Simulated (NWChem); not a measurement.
System: C2H4AlBr; SMILES C=[CH][AlH][Br]

NWChem input:

```
start job
memory heap 200 mb stack 900 mb global 1100 mb
geometry units angstroms noautoz
  Al    -0.578790    -0.649085    -0.000860
  H     -2.153668    -0.782346    -0.000366
  Br     0.315230     1.450054    -0.001657
  C      0.579919    -2.199852    -0.000553
  C      0.038950    -3.431653     0.001553
  H      1.668991    -2.130597    -0.001767
  H      0.639953    -4.342297     0.002072
  H     -1.039410    -3.594354     0.002857
end
basis spherical
  Al library 6-311g**
  H library 6-311g**
  Br library 6-311g**
  C library 6-311g**
end
dft
  xc b3lyp
  iterations 150
  mulliken
end
task dft energy
```

Excerpt of the output:

```
             Northwest Computational Chemistry Package (NWChem) 7.3.0
             --------------------------------------------------------

 CS  symmetry detected

                             Geometry "geometry" -> ""
                             -------------------------

 Output coordinates in angstroms (scale by  1.889725989 to convert to a.u.)

  No.       Tag          Charge          X              Y              Z
 ---- ---------------- ---------- -------------- -------------- --------------
    1 Al                  13.0000    -0.63441653    -0.65759281     0.00000000
    2 H                    1.0000    -2.19652685    -0.89803150     0.00000000
    3 Br                  35.0000     0.11424874     1.49766983     0.00000000
    4 C                    6.0000     0.62743315    -2.12565964     0.00000000
    5 C                    6.0000     0.17179804    -3.39151128     0.00000000
    6 H                    1.0000     1.70923894    -1.98223442     0.00000000
    7 H                    1.0000     0.83355263    -4.25901241     0.00000000
    8 H                    1.0000    -0.89294288    -3.62743352     0.00000000

 Effective nuclear repulsion energy (a.u.)     252.9869512639

      Symmetry information
      --------------------

 Group name             Cs
 Group number              2
 Group order               2
 No. of unique centers     8

                                 NWChem DFT Module
                                 -----------------

 Summary of "ao basis" -> "ao basis" (spherical)
 ------------------------------------------------------------------------------
       Tag                 Description            Shells   Functions and Types
 ---------------- ------------------------------  ------  ---------------------
 Al                         6-311g**                12       26   6s5p1d
 H                          6-311g**                 4        6   3s1p
 Br                         6-311g**                18       44   8s7p3d
 C                          6-311g**                 8       18   4s3p1d

      Symmetry analysis of basis
      --------------------------

        a'         96
        a"         34

            General Information
            -------------------
          SCF calculation type: DFT
          Wavefunction type:  closed shell.
          No. of atoms     :     8
          No. of electrons :    64
           Alpha electrons :    32
            Beta electrons :    32
          Charge           :     0
          Spin multiplicity:     1
          Use of symmetry is: on ; symmetry adaption is: on
          Maximum number of iterations: 150
          AO basis - number of functions:   130
                     number of shells:    62
          Convergence on energy requested:  1.00D-06
          Convergence on density requested:  1.00D-05
          Convergence on gradient requested:  5.00D-04

              XC Information
              --------------
                         B3LYP Method XC Potential
                     Hartree-Fock (Exact) Exchange  0.200
                        Slater Exchange Functional  0.800 local
                    Becke 1988 Exchange Functional  0.720 non-local
              Lee-Yang-Parr Correlation Functional  0.810
                  VWN I RPA Correlation Functional  0.190 local

             Grid Information
             ----------------
          Grid used for XC integration:  medium
          Radial quadrature: Mura-Knowles
          Angular quadrature: Lebedev.
          Tag              B.-S. Rad. Rad. Pts. Rad. Cut. Ang. Pts.
          ---              ---------- --------- --------- ---------
          Al                  1.25       88          11.0       590
          H                   0.35       45          14.0       434
          Br                  1.15      112          14.0       590
          C                   0.70       49          12.0       434
          Grid pruning is: on
          Number of quadrature shells:   478
          Spatial weights used:  Erf1

      Superposition of Atomic Density Guess
      -------------------------------------

 Sum of atomic energies:       -2891.56657799

      Non-variational initial energy
      ------------------------------

 Total energy =   -2893.032661
 1-e energy   =   -4525.126255
 2-e energy   =    1379.106643
 HOMO         =      -0.327353
 LUMO         =      -0.041953

      Symmetry analysis of molecular orbitals - initial
      -------------------------------------------------

  Numbering of irreducible representations:

     1 a'          2 a"

  Orbital symmetries:

     1 a'          2 a'          3 a'          4 a'          5 a"
     6 a'          7 a'          8 a'          9 a'         10 a'
    11 a'         12 a"         13 a'         14 a'         15 a'
    16 a"         17 a'         18 a'         19 a"         20 a'
    21 a"         22 a'         23 a'         24 a'         25 a'
    26 a'         27 a'         28 a'         29 a"         30 a'
    31 a"         32 a'         33 a"         34 a'         35 a"
    36 a'         37 a'         38 a'         39 a"         40 a'
    41 a'         42 a'

     ---------------------------------------------
      Total Density - Mulliken Population Analysis
     ---------------------------------------------

    Atom       Charge   Shell Charges
 -----------   ------   -------------------------------------------------------
    1 Al  13    11.98   0.79  1.18  0.99  1.00  0.76  0.30  2.10  3.83  0.41  0.43  0.07  0.12
    2 H    1     1.19   0.22  0.59  0.37  0.01
    3 Br  35    35.50   0.75  1.21  1.20  0.77  1.03  1.00  1.25  0.74  0.47  5.50  4.82  1.10  0.87  3.13  1.65  7.76  2.14  0.10
    4 C    6     6.59   1.10  0.89  0.59  0.84  1.53  0.57  1.02  0.03
    5 C    6     6.23   1.10  0.89  0.56  0.82  1.42  0.50  0.89  0.05
    6 H    1     0.83   0.24  0.44  0.12  0.03
    7 H    1     0.84   0.24  0.45  0.13  0.02
    8 H    1     0.84   0.24  0.45  0.13  0.02

   convergence    iter        energy       DeltaE   RMS-Dens  Diis-err
 ---------------- ----- ----------------- --------- --------- ---------
 d= 0,ls=0.0,diis     1  -2895.2288048352 -3.15D+03  5.17D-03  4.14D+00
 d= 0,ls=0.0,diis     2  -2895.2631403031 -3.43D-02  4.61D-03  2.37D-01
 d= 0,ls=0.0,diis     3  -2895.2579914414  5.15D-03  2.25D-03  3.09D-01
 d= 0,ls=0.0,diis     4  -2895.2847184326 -2.67D-02  4.03D-04  6.38D-03
 d= 0,ls=0.0,diis     5  -2895.2855814570 -8.63D-04  7.99D-05  3.73D-04
  Resetting Diis
 d= 0,ls=0.0,diis     6  -2895.2856235884 -4.21D-05  2.58D-05  2.23D-05
 d= 0,ls=0.0,diis     7  -2895.2856258505 -2.26D-06  6.10D-06  3.07D-07
 d= 0,ls=0.0,diis     8  -2895.2856258591 -8.56D-09  3.54D-06  2.42D-07

         Total DFT energy =    -2895.285625859085
      One electron energy =    -4529.066028128132
           Coulomb energy =     1503.199164647432
    Exchange-Corr. energy =     -122.405713642250
 Nuclear repulsion energy =      252.986951263865

 Numeric. integr. density =       64.000007065722

                  Occupations of the irreducible representations
                  ----------------------------------------------

                     irrep           alpha         beta
                     --------     --------     --------
                     a'               25.0         25.0
                     a"                7.0          7.0

                       DFT Final Molecular Orbital Analysis
                       ------------------------------------

 Vector   30  Occ=2.000000D+00  E=-3.092991D-01  Symmetry=a"
              MO Center=  1.3D-01,  4.2D-01,  2.1D-15, r^2= 4.5D+00
   Bfn.  Coefficient  Atom+Function         Bfn.  Coefficient  Atom+Function
  ----- ------------  ---------------      ----- ------------  ---------------
    58      0.472065  3 Br pz                61      0.308651  3 Br pz
    49     -0.249728  3 Br pz                55      0.202486  3 Br pz
    85      0.129050  4 C  pz               103      0.119173  5 C  pz
    89      0.117275  4 C  pz               107      0.108006  5 C  pz
    18      0.099644  1 Al pz                46      0.095577  3 Br pz

 Vector   31  Occ=2.000000D+00  E=-2.951574D-01  Symmetry=a"
              MO Center=  3.1D-01, -1.7D+00,  5.0D-15, r^2= 4.8D+00
   Bfn.  Coefficient  Atom+Function         Bfn.  Coefficient  Atom+Function
  ----- ------------  ---------------      ----- ------------  ---------------
    58      0.272391  3 Br pz               103     -0.235917  5 C  pz
    85     -0.232287  4 C  pz                89     -0.231978  4 C  pz
   107     -0.228427  5 C  pz                61      0.203963  3 Br pz
    99     -0.159587  5 C  pz                81     -0.155409  4 C  pz
    49     -0.147397  3 Br pz                55      0.124688  3 Br pz

 Vector   32  Occ=2.000000D+00  E=-2.882145D-01  Symmetry=a'
              MO Center= -1.1D-01,  3.3D-01, -2.3D-14, r^2= 4.6D+00
   Bfn.  Coefficient  Atom+Function         Bfn.  Coefficient  Atom+Function
  ----- ------------  ---------------      ----- ------------  ---------------
    56      0.428898  3 Br px                59      0.293148  3 Br px
    47     -0.227290  3 Br px                53      0.188266  3 Br px
    86     -0.174424  4 C  s                 29      0.165837  2 H  s
    57     -0.164521  3 Br py                28      0.134565  2 H  s
    60     -0.115108  3 Br py                84     -0.113748  4 C  py

[...]
```

Level: B3LYP/6-311G** (spherical d). Geometry: optimised at B3LYP/6-31G* (spherical d).
